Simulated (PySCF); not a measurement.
Computed with B3LYP-D3(BJ)/def2-TZVP // PBE0-D4/def2-TZVP (PySCF). All species are isolated molecules in the gas phase. One relaxed conformer stands for a flexible species; it need not be the lowest. B3LYP has the VWN-RPA correlation part, as in Gaussian. 

Reference species (SMILES): `NB(N)N` (neutral, multiplicity 1).

```
Property          Value
-------------  --------
HOMO–LUMO gap   6.82 eV
HOMO           -6.31 eV
```

Changed species: `NB(S)S` (S–B–S–H torsion -180°, S–B–S–H torsion 0°) (2 of 3 NH2 replaced by SH; the reference has 0 of 3 NH2 replaced by SH).

Problem. Give the shifts of the HOMO–LUMO gap and HOMO.

Solution. the HOMO–LUMO gap falls by 0.16 eV, to 6.66 eV; the HOMO falls by 0.61 eV, to -6.92 eV.
